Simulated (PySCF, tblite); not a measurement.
Compound: C3H10OSSi2.
Structure used (GFN2-xTB), in Å, numbered top down from 1:
```
atom  x, y, z in Å
O1    -2.2053   -1.6288   -0.3595
C2    -2.3239   -0.2360   -0.1831
C3    -1.9680    0.5149   -1.4352
C4    -0.7883    1.0819   -1.6601
Si5    0.6828    1.0963   -0.4945
S6     1.1694   -0.9807   -0.1222
Si7    2.9585   -0.8953    1.0500
H8    -1.2709   -1.8367   -0.4929
H9    -3.3721   -0.0600    0.0754
H10   -1.6892    0.1030    0.6489
H11   -2.7353    0.5169   -2.1997
H12   -0.6367    1.5716   -2.6143
H13    0.4312    1.7254    0.8012
H14    1.8429    1.7044   -1.1413
H15    3.9784   -0.2015    0.2735
H16    3.2585   -2.2967    1.2731
H17    2.6610   -0.1664    2.2765
```

Computed, not measured: B3LYP/def2-SVPD in PySCF (dipole) on a GFN2-xTB geometry, gas phase.

Take the most abundant isotopes and a rigid rotor. The values belong to one conformer with, in the numbering `[OH:1][CH2:2]/[CH:3]=[CH:4]\[SiH2:5][S:6][SiH3:7]`, H–O1–C2–C3 67°, O1–C2–C3–C4 -99°, C3–C4–Si5–S6 59°, C4–Si5–S6–Si7 175°.

(1) Give the principal moments of inertia and the rotational constants in cm⁻¹.

(2) Classify the top.

(3) Is it planar, by Δ = Ic − Ia − Ib?

(4) Give the other two planar moments, Paa and Pbb, and the rms extents of the mass along the axes.

(5) Where do the levels up to J = 5 lie, in MHz?

(6) Which types of transition are allowed, and where do some lines up to J = 2 fall?

(7) Estimate the classical rotational partition function at 25 K, 50 K and 100 K.

Answers

(1) Ia = 202.23, Ib = 640.26, Ic = 785.91 u·Å²; 505379 MHz·u·Å²/I gives 2499, 789.3 and 643.1 MHz, that is A = 0.08336, B = 0.02633, C = 0.02145 cm⁻¹.

(2) An asymmetric top; Ray's κ = -0.842.

(3) Not planar: Δ = Ic − Ia − Ib = -56.58 u·Å². For a rigid frame Δ = −2 Σ m c², so Σ m c² = 28.29 u·Å² lies off the ab plane: 11.42 from hydrogen and 16.87 from heavier atoms. The atom farthest from that plane is 1.69 Å away.

(4) Paa = Σ m a² = (Ib + Ic − Ia)/2 = 611.97 and Pbb = Σ m b² = (Ia + Ic − Ib)/2 = 173.94 u·Å². With the mass M = 150.00 u, the rms extents √(P/M) along a, b and c are 2.02, 1.08, 0.43 Å.

(5) Above 0(0,0):
J = 1: 1(0,1) 1432, 1(1,1) 3142, 1(1,0) 3288
J = 2: 2(0,2) 4288, 2(1,2) 5861, 2(1,1) 6299, 2(2,1) 11429, 2(2,0) 11438
J = 3: 3(0,3) 8550, 3(1,3) 9933, 3(1,2) 10810, 3(2,2) 15726, 3(2,1) 15771, 3(3,1) 24646, 3(3,0) 24646
J = 4: 4(0,4) 14191, 4(1,4) 15353, 4(1,3) 16813, 4(2,3) 21448, 4(2,2) 21581, 4(3,2) 30392, 4(3,1) 30395, 4(4,1) 42857, 4(4,0) 42857
J = 5: 5(0,5) 21183, 5(1,5) 22113, 5(1,4) 24298, 5(2,4) 28590, 5(2,3) 28893, 5(3,3) 37582, 5(3,2) 37591, 5(4,2) 50039, 5(4,1) 50039, 5(5,1) 66067, 5(5,0) 66067
Those of J = 1 are B + C, A + C and A + B.

(6) The dipole components are |μa| = 1.06 D, |μb| = 2.15 D, |μc| = 0.61 D. The squared components, which scale the intensities, stand as 0.24 : 1.00 : 0.08 (a : b : c). Some lines, for components of 0.1 D or more:

| type | branch | J(Ka,Kc) | MHz | lower level (cm⁻¹) |
| --- | --- | --- | --- | --- |
| a | Q | 2(1,1) ← 2(1,2) | 439 | 0.195 |
| b | R | 2(0,2) ← 1(1,1) | 1146 | 0.105 |
| a | R | 1(0,1) ← 0(0,0) | 1432 | 0.000 |
| c | Q | 2(1,2) ← 2(0,2) | 1572 | 0.143 |
| c | Q | 1(1,1) ← 1(0,1) | 1710 | 0.048 |
| b | Q | 1(1,0) ← 1(0,1) | 1856 | 0.048 |
| a | R | 2(0,2) ← 1(0,1) | 2856 | 0.048 |
| a | R | 2(1,1) ← 1(1,0) | 3011 | 0.110 |
| b | R | 1(1,1) ← 0(0,0) | 3142 | 0.000 |
| c | R | 1(1,0) ← 0(0,0) | 3288 | 0.000 |
| b | R | 2(1,2) ← 1(0,1) | 4428 | 0.048 |
| c | Q | 2(2,1) ← 2(1,1) | 5129 | 0.210 |
| b | Q | 2(2,1) ← 2(1,2) | 5568 | 0.195 |
| b | R | 2(2,1) ← 1(1,0) | 8140 | 0.110 |
| c | R | 2(2,0) ← 1(1,0) | 8149 | 0.110 |
| c | R | 2(2,1) ← 1(1,1) | 8287 | 0.105 |

(7) Point group C1, symmetry number σ = 1; q = (√π/σ)·√((kT/h)³/(ABC)), k/h = 20836.6 MHz/K: 18700 at 25 K, 52900 at 50 K, 150000 at 100 K.

Its GFN2-xTB frequencies are all real (lowest 24 cm⁻¹). These are rigid-rotor constants of the computed structure; measured ground-state constants (B0) also hold zero-point vibration. A rigid rotor knows nothing of internal rotation, which can split or shift real lines.
